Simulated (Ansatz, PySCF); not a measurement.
Molecule: C2Cl5, charge 0, multiplicity 2. It need not be the lowest isomer of its formula. SMILES: Cl[C](Cl)C(Cl)(Cl)Cl
Geometry from a B3LYP-D3(BJ)/def2-TZVP (Ansatz, a quantum-chemistry and plane-wave program) optimisation:
```
C
C 1 1.4945
Cl 2 1.7024 1 119.08
Cl 2 1.7024 1 119.08 3 -154.14
Cl 1 1.7828 2 110.77 3 -42.56
Cl 1 1.7828 2 110.77 3 -163.30
Cl 1 1.8242 2 109.70 3 77.07
```
Charge 0, spin multiplicity 2.

Quantity: atomisation energy (electronic, to ground-state atoms), in kJ/mol. Valence correlation only, unless marked. Open shells are spin-unrestricted. No spin-orbit coupling. Non-relativistic. The coupled-cluster limit lacks core correlation, which all-electron functionals hold. CBS marks a two-point X^-3 extrapolation of the correlation energy; Hartree-Fock from the larger set. The bracket is a focal-point correction in the basis named.

```
level                                                                 program  atomisation energy (kJ/mol)
-------------------------------------------------------------  --------------  ---------------------------
HF/6-31G*                                                              Ansatz                       1188.6
HF/cc-pV(D+d)Z                                                         Ansatz                       1185.3
HF-D3(BJ)/def2-TZVPD                                            PySCF + dftd3                       1447.5
PBE-D4/def2-TZVPD                                              Ansatz + dftd4                       2222.7
PBE0-D3(BJ)/def2-TZVP                                          Ansatz + dftd3                       2124.1
PBE0-D4/def2-TZVPD                                             Ansatz + dftd4                       2124.7
BHLYP-D4/def2-TZVPD                                            Ansatz + dftd4                       1884.5
TPSSh-D3(BJ)/def2-TZVPD                                         PySCF + dftd3                       2057.1
r2SCANh-D4/def2-TZVPD                                          Ansatz + dftd4                       2074.4
r2SCANh/def2-TZVPD                                                     Ansatz                       2064.8
HSE06-D4/def2-TZVPD                                            Ansatz + dftd4                       2127.8
RPA@PBE/cc-pV(T+d)Z                                                    Ansatz                       1728.1
CCSD/cc-pV(D+d)Z                                                       Ansatz                       1739.3
CCSD(T)/6-31G*                                                         Ansatz                       1824.2
RI-MP2/CBS(cc-pV(T+d)Z,cc-pV(Q+d)Z)+[CCSD(T)-MP2]/cc-pV(D+d)Z          Ansatz                       2058.1
```
